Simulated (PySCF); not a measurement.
C2H6NO (SMILES CC([NH3+])=O), charge +1, singlet, at a GFN2-xTB geometry; CCSD/cc-pVDZ run with PySCF.

Here is a job for PySCF.
```python
from pyscf import gto, scf, cc

mol = gto.M(
    atom='''
O     0.419742    1.335988    0.185942
C    -0.054338    0.283115    0.038637
N     1.009591   -0.914244   -0.162186
C    -1.419457   -0.234742    0.003078
H     0.773244   -1.741228    0.398216
H    -2.113387    0.595587   -0.125765
H    -1.572434   -0.966171   -0.787665
H    -1.656404   -0.714842    0.955158
H     1.939820   -0.564677    0.109659
H     1.046856   -1.187111   -1.152123
''',
    basis='cc-pvdz',
    charge=1,
    spin=0,
    verbose=4,
    max_memory=1800,
)

mf = scf.RHF(mol)
mf.kernel()

mycc = cc.CCSD(mf, frozen=4)
mycc.kernel()
print('E(CCSD) = %.10f' % mycc.e_tot)
```

Write the output that PySCF gives for this input, abridged.


```
PySCF version 2.14.0

[INPUT] verbose = 4
[INPUT] num. atoms = 10
[INPUT] num. electrons = 32
[INPUT] charge = 1
[INPUT] spin (= nelec alpha-beta = 2S) = 0
[INPUT] symmetry False subgroup None
[INPUT] Mole.unit = angstrom
[INPUT] Symbol           X                Y                Z      unit          X                Y                Z       unit  Magmom
[...]
nuclear repulsion = 128.028930620452
number of shells = 38
number of NR pGTOs = 146
number of NR cGTOs = 86
basis = cc-pvdz
ecp = {}

******** <class 'pyscf.scf.hf.RHF'> ********
method = RHF
initial guess = minao
damping factor = 0
level_shift factor = 0
DIIS = <class 'pyscf.scf.diis.CDIIS'>
diis_start_cycle = 1
diis_space = 8
diis_damp = 0
SCF conv_tol = 1e-09
SCF conv_tol_grad = None
SCF max_cycles = 50
direct_scf = True
direct_scf_tol = 1e-13
Set gradient conv threshold to 3.16228e-05
Initial guess from minao.
init E= -209.242681205572
[...]
cycle= 1 E= -208.131403665166  delta_E= 1.11  |g|= 0.847  |ddm|= 2.68
[...]
cycle= 2 E= -208.215854884712  delta_E= -0.0845  |g|= 0.73  |ddm|= 1.08
[...]
cycle= 3 E= -208.314090620314  delta_E= -0.0982  |g|= 0.0709  |ddm|= 0.47
[...]
cycle= 4 E= -208.316162927169  delta_E= -0.00207  |g|= 0.0276  |ddm|= 0.0872
[...]
cycle= 5 E= -208.31649593763  delta_E= -0.000333  |g|= 0.0106  |ddm|= 0.0373
[...]
cycle= 6 E= -208.316593663119  delta_E= -9.77e-05  |g|= 0.00502  |ddm|= 0.0234
[...]
cycle= 7 E= -208.316610924858  delta_E= -1.73e-05  |g|= 0.00152  |ddm|= 0.0114
[...]
cycle= 8 E= -208.316612198562  delta_E= -1.27e-06  |g|= 0.000354  |ddm|= 0.003
[...]
cycle= 9 E= -208.316612267849  delta_E= -6.93e-08  |g|= 5.86e-05  |ddm|= 0.00071
[...]
cycle= 10 E= -208.316612270219  delta_E= -2.37e-09  |g|= 1.54e-05  |ddm|= 0.000133
[...]
cycle= 11 E= -208.316612270344  delta_E= -1.25e-10  |g|= 4.88e-06  |ddm|= 3.36e-05
[...]
Extra cycle  E= -208.316612270351  delta_E= -7.11e-12  |g|= 2.58e-06  |ddm|= 6.85e-06
converged SCF energy = -208.316612270351

******** <class 'pyscf.cc.ccsd.CCSD'> ********
CC2 = 0
CCSD nocc = 12, nmo = 82
frozen orbitals 4
max_cycle = 50
direct = 0
conv_tol = 1e-07
conv_tol_normt = 1e-05
diis_space = 6
diis_start_cycle = 0
diis_start_energy_diff = 1e+09
Init t2, MP2 energy = -208.944849027141  E_corr(MP2) -0.62823675678963
Init E_corr(CCSD) = -0.628236756791757
cycle = 1  E_corr(CCSD) = -0.640351861271234  dE = -0.0121151045  norm(t1,t2) = 0.0677229
cycle = 2  E_corr(CCSD) = -0.658781895254514  dE = -0.018430034  norm(t1,t2) = 0.0229794
cycle = 3  E_corr(CCSD) = -0.659400861446551  dE = -0.000618966192  norm(t1,t2) = 0.0126339
cycle = 4  E_corr(CCSD) = -0.662470773175274  dE = -0.00306991173  norm(t1,t2) = 0.00486685
cycle = 5  E_corr(CCSD) = -0.662557354218312  dE = -8.6581043e-05  norm(t1,t2) = 0.00111894
cycle = 6  E_corr(CCSD) = -0.662417466830347  dE = 0.000139887388  norm(t1,t2) = 0.000388281
cycle = 7  E_corr(CCSD) = -0.662403894288299  dE = 1.3572542e-05  norm(t1,t2) = 0.000143912
cycle = 8  E_corr(CCSD) = -0.662414654469551  dE = -1.07601813e-05  norm(t1,t2) = 5.35603e-05
cycle = 9  E_corr(CCSD) = -0.662413400979683  dE = 1.25348987e-06  norm(t1,t2) = 2.20825e-05
cycle = 10  E_corr(CCSD) = -0.662413453375466  dE = -5.23957828e-08  norm(t1,t2) = 6.89778e-06
CCSD converged
E(CCSD) = -208.9790257237267  E_corr = -0.662413453375466
E(CCSD) = -208.9790257237
```
